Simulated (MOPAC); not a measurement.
MOPAC input (PM7):

```
PM7 1SCF GEO-OK AUX(PRECISION=9) THREADS=1
C2H9NSi2

C     2.37515900 1   -0.41602000 1    0.29645000 1
C     1.37149500 1    0.45719000 1    0.20096200 1
N     0.01516000 1    0.15895400 1   -0.00270500 1
Si   -0.49241600 1   -1.50456400 1   -0.18287300 1
Si   -1.17216700 1    1.44103100 1   -0.03664800 1
H     2.23901200 1   -1.48797400 1    0.23089200 1
H     3.38298400 1   -0.05924200 1    0.44642200 1
H     1.58754100 1    1.51775400 1    0.27982700 1
H    -1.95979000 1   -1.44914700 1   -0.36597100 1
H    -0.16546700 1   -2.30255000 1    1.02030300 1
H     0.14598500 1   -2.13384500 1   -1.36062500 1
H    -0.43419300 1    2.72238700 1    0.01080100 1
H    -1.98231000 1    1.36531600 1   -1.27328700 1
H    -2.09564500 1    1.35706900 1    1.11939000 1
```

Output:

```
 *******************************************************************************
 **                                                                           **
 **                              MOPAC v23.2.5                                **
 **                                                                           **
 *******************************************************************************
 ** MOPAC's Digital Object Identifier: https://doi.org/10.5281/zenodo.6511958 **
 **                                                                           **
 ** Please cite the open-source release paper for use of this MOPAC version:  **
 ** J. E. Moussa and J. J. P. Stewart (2026)                                  **
 ** MOPAC: An open-source semiempirical molecular orbital program             **
 ** J. Open Source Softw., 11(119), 8025, https://doi.org/10.21105/joss.08025 **
 *******************************************************************************

                              PM7 CALCULATION RESULTS

 *******************************************************************************
 *  PM7        - The PM7 Hamiltonian to be used
 *  GEO-OK     - OVERRIDE INTERATOMIC DISTANCE AND OTHER SAFETY CHECKS
 *  1SCF       - DO 1 SCF AND THEN STOP
 *  AUX        - OUTPUT AUXILIARY INFORMATION
 *******************************************************************************
PM7 1SCF GEO-OK AUX(PRECISION=9) THREADS=1
 C2H9NSi2

   ATOM   CHEMICAL          X               Y               Z
  NUMBER   SYMBOL      (ANGSTROMS)     (ANGSTROMS)     (ANGSTROMS)

     1       C          2.37515900  *  -0.41602000  *   0.29645000  *
     2       C          1.37149500  *   0.45719000  *   0.20096200  *
     3       N          0.01516000  *   0.15895400  *  -0.00270500  *
     4      Si         -0.49241600  *  -1.50456400  *  -0.18287300  *
     5      Si         -1.17216700  *   1.44103100  *  -0.03664800  *
     6       H          2.23901200  *  -1.48797400  *   0.23089200  *
     7       H          3.38298400  *  -0.05924200  *   0.44642200  *
     8       H          1.58754100  *   1.51775400  *   0.27982700  *
     9       H         -1.95979000  *  -1.44914700  *  -0.36597100  *
    10       H         -0.16546700  *  -2.30255000  *   1.02030300  *
    11       H          0.14598500  *  -2.13384500  *  -1.36062500  *
    12       H         -0.43419300  *   2.72238700  *   0.01080100  *
    13       H         -1.98231000  *   1.36531600  *  -1.27328700  *
    14       H         -2.09564500  *   1.35706900  *   1.11939000  *

          CARTESIAN COORDINATES

    NO.       ATOM           X           Y           Z

     1         C          2.3752     -0.4160      0.2965
     2         C          1.3715      0.4572      0.2010
     3         N          0.0152      0.1590     -0.0027
     4        Si         -0.4924     -1.5046     -0.1829
     5        Si         -1.1722      1.4410     -0.0366
     6         H          2.2390     -1.4880      0.2309
     7         H          3.3830     -0.0592      0.4464
     8         H          1.5875      1.5178      0.2798
     9         H         -1.9598     -1.4491     -0.3660
    10         H         -0.1655     -2.3026      1.0203
    11         H          0.1460     -2.1338     -1.3606
    12         H         -0.4342      2.7224      0.0108
    13         H         -1.9823      1.3653     -1.2733
    14         H         -2.0956      1.3571      1.1194

 General Reference for PM7:
 "Optimization of Parameters for Semiempirical Methods VI: More Modifications to the
 NDDO Approximations and Re-optimization of Parameters", J. J. P. Stewart, J. Mol. Mod., 1:32, 19 (2013)
 https://link.springer.com/article/10.1007/s00894-012-1667-x

           Empirical Formula: C2 H9 N Si2  =    14 atoms

      MOLECULAR POINT GROUP   :   C1

      RHF CALCULATION, NO. OF DOUBLY OCCUPIED LEVELS = 15

 -------------------------------------------------------------------------------
 PM7 1SCF GEO-OK AUX(PRECISION=9) THREADS=1
 C2H9NSi2

     1SCF WAS SPECIFIED, SO BFGS WAS NOT USED
     SCF FIELD WAS ACHIEVED

                              PM7 CALCULATION
                                                       MOPAC v23.2.5 Linux

          FINAL HEAT OF FORMATION =         -0.15053 KCAL/MOL =      -0.62983 KJ/MOL

          COSMO AREA              =        156.05 SQUARE ANGSTROMS
          COSMO VOLUME            =        157.35 CUBIC ANGSTROMS

          IONIZATION POTENTIAL    =          8.705982 EV
          HOMO LUMO ENERGIES (EV) =         -8.706  0.432
          NO. OF FILLED LEVELS    =         15
          MOLECULAR WEIGHT        =        103.2708         POINT GROUP:  C1

          MOLECULAR DIMENSIONS (Angstroms)

            Atom       Atom       Distance
            H    13    H     7     5.81147
            H    12    H    11     4.90484
            H    10    H    13     2.44839

          SCF CALCULATIONS        =          1

   ATOM   CHEMICAL          X               Y               Z
  NUMBER   SYMBOL      (ANGSTROMS)     (ANGSTROMS)     (ANGSTROMS)

     1       C          2.37515900  *  -0.41602000  *   0.29645000  *
     2       C          1.37149500  *   0.45719000  *   0.20096200  *
     3       N          0.01516000  *   0.15895400  *  -0.00270500  *
     4      Si         -0.49241600  *  -1.50456400  *  -0.18287300  *
     5      Si         -1.17216700  *   1.44103100  *  -0.03664800  *
     6       H          2.23901200  *  -1.48797400  *   0.23089200  *
     7       H          3.38298400  *  -0.05924200  *   0.44642200  *
     8       H          1.58754100  *   1.51775400  *   0.27982700  *
     9       H         -1.95979000  *  -1.44914700  *  -0.36597100  *
    10       H         -0.16546700  *  -2.30255000  *   1.02030300  *
    11       H          0.14598500  *  -2.13384500  *  -1.36062500  *
    12       H         -0.43419300  *   2.72238700  *   0.01080100  *
    13       H         -1.98231000  *   1.36531600  *  -1.27328700  *
    14       H         -2.09564500  *   1.35706900  *   1.11939000  *

                             CARTESIAN COORDINATES

   1    C        2.375159000    -0.416020000     0.296450000
   2    C        1.371495000     0.457190000     0.200962000
   3    N        0.015160000     0.158954000    -0.002705000
   4   Si       -0.492416000    -1.504564000    -0.182873000
   5   Si       -1.172167000     1.441031000    -0.036648000
   6    H        2.239012000    -1.487974000     0.230892000
   7    H        3.382984000    -0.059242000     0.446422000
   8    H        1.587541000     1.517754000     0.279827000
   9    H       -1.959790000    -1.449147000    -0.365971000
  10    H       -0.165467000    -2.302550000     1.020303000
  11    H        0.145985000    -2.133845000    -1.360625000
  12    H       -0.434193000     2.722387000     0.010801000
  13    H       -1.982310000     1.365316000    -1.273287000
  14    H       -2.095645000     1.357069000     1.119390000

           Empirical Formula: C2 H9 N Si2  =    14 atoms

      MOLECULAR POINT GROUP   :   C1

                  EIGENVALUES
 -36.73405 -26.05299 -20.63578 -18.78271 -17.12921 -15.92373 -15.07176 -14.02719
 -12.93550 -12.63585 -12.61766 -12.33919 -11.83208 -11.67812  -8.70598   0.43179
   1.32675   2.03810   2.29976   2.39895   2.56953   2.80364   4.78760   5.56096
   5.84907   6.62312   7.05199   7.64563   8.34980  20.86844  21.03102  21.47870
  21.66726  22.21374  22.32062  22.93878  23.01302  23.07835  23.51754

              NET ATOMIC CHARGES AND DIPOLE CONTRIBUTIONS

  ATOM NO.   TYPE          CHARGE      No. of ELECS.   s-Pop       p-Pop       d-Pop
    1          C          -0.494077        4.4941     1.07968     3.41439
    2          C           0.142671        3.8573     1.06618     2.79115
    3          N          -0.673846        5.6738     1.55260     4.12125
    4         Si           0.132957        3.8670     0.89108     2.79482     0.18114
    5         Si           0.147627        3.8524     0.89345     2.77836     0.18057
    6          H           0.162188        0.8378     0.83781
    7          H           0.162282        0.8377     0.83772
    8          H           0.138041        0.8620     0.86196
    9          H           0.049881        0.9501     0.95012
   10          H           0.046029        0.9540     0.95397
   11          H           0.046803        0.9532     0.95320
   12          H           0.052730        0.9473     0.94727
   13          H           0.044641        0.9554     0.95536
   14          H           0.042073        0.9579     0.95793
 DIPOLE           X         Y         Z       TOTAL
 POINT-CHG.    -1.890     0.569    -0.198     1.983
 HYBRID         0.824     0.050     0.115     0.833
 SUM           -1.066     0.619    -0.084     1.235

          ATOMIC ORBITAL ELECTRON POPULATIONS

     Atom    s        px        py        pz      x^2-y^2     xz        z^2       yz        xy
    1  C   1.07968   1.08394   1.11187   1.21859
    2  C   1.06618   0.82823   1.04593   0.91700
    3  N   1.55260   1.14818   1.27113   1.70193
    4 Si   0.89108   1.00657   0.71782   1.07043   0.05289   0.01226   0.02547   0.05959   0.03094
    5 Si   0.89345   0.89194   0.81956   1.06686   0.04091   0.05414   0.02603   0.01652   0.04297
    6  H   0.83781
    7  H   0.83772
    8  H   0.86196
    9  H   0.95012
   10  H   0.95397
   11  H   0.95320
   12  H   0.94727
   13  H   0.95536
   14  H   0.95793

 **********************
 *                    *
 * JOB ENDED NORMALLY *
 *                    *
 **********************

 == MOPAC DONE ==
```

The geometry given is a B3LYP-D3(BJ)/def2-TZVP minimum.
